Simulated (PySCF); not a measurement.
An unknown gives this computed stick spectrum. The calculation used PySCF 2.14.0, density-fitted response routines, TDDFT PBE0/def2-SVPD, vertical, gas phase, core orbitals frozen in the response. Geometries: GFN2-xTB, one conformer each.

```csv
state,ν̃ (cm⁻¹),f,"main configurations (H = HOMO, L = LUMO)"
S1,47400,0.0040,H→L (95%)
S2,49730,0.0092,"H→L+1 (67%), H-1→L (22%)"
S3,50040,0.0069,"H-1→L (72%), H→L+1 (18%)"
S4,51680,0.023,"H→L+2 (52%), H→L+5 (16%)"
S5,52080,0.0004,"H-1→L+1 (60%), H→L+2 (10%)"
S6,53570,0.015,"H→L+3 (56%), H-1→L+2 (18%)"
S7,53890,0.021,"H→L+4 (28%), H→L+2 (22%), H→L+5 (20%)"
S8,54940,0.037,"H-1→L+2 (43%), H→L+3 (22%), H-1→L+1 (19%)"
```

Problem. Which candidate is it?
A. `C[C@H]([SiH3])C=C`
B. `C#C[SiH2]C#C[SiH3]`
C. `CC([SiH2]C[SiH3])=C`
D. `CC#CC[SiH2][SiH3]`

Solution. D. Its S1 lies at 5.88 eV; the nearest of the others has S1 at 5.62 eV. S1 is HOMO→LUMO (95%). Löwdin shares by element: HOMO carbon 76% or more, silicon 7% or more (atoms not listed hold the other 17%); LUMO silicon 48%, carbon 10% or more, hydrogen 8% or more (atoms not listed hold the other 34%). At the same level the other candidates give, for their lowest levels:
- `C=C[C@H](C)[SiH3]`: 6.54 eV (f 0.173); 6.66 eV (f 0.171); 7.26 eV (f 0.022); 7.32 eV (f 0.076); 7.45 eV (f 0.020); T1 4.26 eV; HOMO -7.12, LUMO 0.08 eV
- `C#C[SiH2]C#C[SiH3]`: 5.62 eV (f 0.000); 5.85 eV (f 0.002); 5.85 eV (f 0.005); 6.10 eV (f 0.000); 6.31 eV (f 0.018) [of 6 roots; the last level is left out, as the window may have cut its degenerate partner]; T1 4.60 eV; HOMO -8.18, LUMO -0.71 eV
- `C=C(C)[SiH2]C[SiH3]`: 6.68 eV (f 0.004); 6.78 eV (f 0.200); 6.97 eV (f 0.030); 7.21 eV (f 0.080); 7.48 eV (f 0.030); T1 4.26 eV; HOMO -7.53, LUMO -0.18 eV

The values belong to the conformer `[CH3:1][C:2]#[C:3][CH2:4][SiH2:5][SiH3:6]`: C3–C4–Si5–Si6 -54°.
Triplets come from the Tamm–Dancoff approximation.
